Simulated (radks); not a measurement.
Neutral bromine inside a hard spherical wall (all orbitals vanish at R), configuration held at [Ar] 3d10 4s2 4p5 and not refilled when levels cross. Calculated with a radial shooting solver on a logarithmic mesh with Libxc functionals: non-relativistic Kohn-Sham, LDA (Slater exchange, Perdew-Wang correlation), spin-polarised, spherical densities, point nucleus; open shells are filled with parallel spins first. Eigenvalues in eV for spin up, with the zero of energy where the potential of the charges vanishes at infinity; a dash marks a level that is unbound or too diffuse for the functional's potential to be trusted. A positive occupied level is held by the wall or, in an anion where self-interaction has pushed it up, behind a barrier. The pressure on the wall is -dE/dV.

R (bohr)  E (hartree)  kinetic (hartree)    e(3p)    e(3d)    e(4s)   e(4p)  e(5s, empty)  e(5p, empty)  pressure (GPa)
free      -2570.61240           2568.370  -171.42  -68.662  -19.912  -8.331        -0.433             -               0
20        -2570.61240           2568.370  -171.42  -68.662  -19.912  -8.331        -0.425         0.449        < 0.0001
10        -2570.61238           2568.370  -171.42  -68.659  -19.910  -8.329         0.001         1.803        0.000822
8         -2570.61190           2568.376  -171.38  -68.622  -19.879  -8.300         0.793         3.341          0.0280
3.5       -2570.01384           2571.346  -162.33  -59.655  -13.025  -0.436        34.731        45.426             196
3         -2569.17146           2574.686  -155.51  -52.938   -7.041   6.714        59.854        73.046             676
2.5       -2566.95113           2582.407  -143.69  -41.311    5.804  21.846        109.57        125.78            2660
